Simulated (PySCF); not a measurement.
Mg(OH)(GeH3) (GeH4MgO), SMILES [GeH3][Mg][OH]. Geometry optimised at PBE0-D3(BJ)/def2-TZVP. Other conformers were not sampled.

Calculation: PBE0-D3(BJ)/def2-TZVP (PySCF).

Harmonic wavenumbers (cm⁻¹): 92, 92, 135, 135, 247, 361, 361, 781, 805, 889, 889, 2103, 2110, 2110, 4084. Rotational constants (GHz): 82.95, 1.505, 1.505; symmetry number 3.

Task: Work out the zero-point energy and the ideal-gas rigid-rotor harmonic-oscillator thermochemistry at 298.15 K and 1 atm.

Result: ZPE = ½ Σ hcν = ½ × 15193 cm⁻¹ = 90.88 kJ/mol. H − E(el) = 112.09 kJ/mol. Entropy in J/(mol K): translation 168.13, rotation 95.26, vibration 74.02, total 337.41. G − E(el) = 11.49 kJ/mol. Cp = 96.01 J/(mol K). Modes under 150 cm⁻¹ make the vibrational entropy uncertain.
